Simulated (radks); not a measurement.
Kinetic energies: the exact non-interacting value of the Kohn-Sham orbitals and orbital-free approximations, as 100 (|E| - |E exact|)/|E exact|, negative where the magnitude is too small. Species: C2+ [He] 2s2; F2+ [He] 2s2 2p3; C2+ [He] 2s2. Method: non-relativistic Kohn-Sham, exchange-only PBE, spin-polarised, spherical densities, point nucleus; computed with a radial shooting solver on a logarithmic mesh with Libxc functionals. Every spin shell is full or empty, so the densities are truly spherical. Functionals are evaluated on that one density, not self-consistently.

functional           C2+      F2+      C2+
exact (hartree)  36.3654  97.5313  36.3654
Thomas-Fermi      -10.50    -8.76   -10.50
von Weizsacker     -9.34   -23.09    -9.34
TF + vW           +80.16   +68.15   +80.16
TF + vW/9          -0.42    -0.22    -0.42
TF + vW/5          +7.63    +6.62    +7.63
LC94               -0.41    +0.13    -0.41
APBEK              -0.38    +0.21    -0.38
revAPBEK           +0.41    +0.79    +0.41
Perdew 92          -0.40    -0.20    -0.40
Thakkar            -0.20    +0.14    -0.20
Pearson            -4.57    -2.86    -4.57
LKT               +51.77   +42.20   +51.77
PG1               +44.47   +35.54   +44.47
DePristo-Kress     -1.80    -0.55    -1.80
Ernzerhof          +1.55    +1.13    +1.55
